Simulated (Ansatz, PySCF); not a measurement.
BrCdHSe, SMILES [Br][Cd][SeH]. Atoms are numbered in the order given.

```xyz
4

Cd    -0.0422     0.2060    -0.1167
Br     1.7844    -1.2599    -0.7235
Se    -1.8860     1.6971     0.4901
H     -2.3521     0.7350     1.5041
```
Charge 0, spin multiplicity 1.

Geometry optimised at r2SCAN-D4/def2-SVP. The def2 effective core potentials stand for the cores of Cd; spin–orbit coupling is left out. The values are those of a single conformer.

Two levels are set side by side: PBE-D3(BJ)/def2-SVP (Ansatz, a quantum-chemistry and plane-wave program) and r2SCAN-D4/def2-SVP (Ansatz). Each level has its own optimised geometry; the coordinates shown are those of the second. Frequencies come from the Hessian of PySCF at each geometry. Differences are taken from unrounded values.

| quantity | r2SCAN-D4 | PBE-D3(BJ) | PBE-D3(BJ) minus r2SCAN-D4 |
|---|---|---|---|
| mean bond length (Å) | 2.114 | 2.130 | 0.016 |
| bond Cd1–Br2 (Å) | 2.419 | 2.435 | 0.015 |
| bond Cd1–Se3 (Å) | 2.448 | 2.466 | 0.019 |
| bond Se3–H4 (Å) | 1.473 | 1.488 | 0.014 |
| highest harmonic wavenumber (cm⁻¹) | 2425 | 2348 | -77 |
| mean harmonic wavenumber (cm⁻¹) | 605 | 588 | -18 |
| zero-point energy (kcal/mol) | 5.19 | 5.04 | -0.15 |
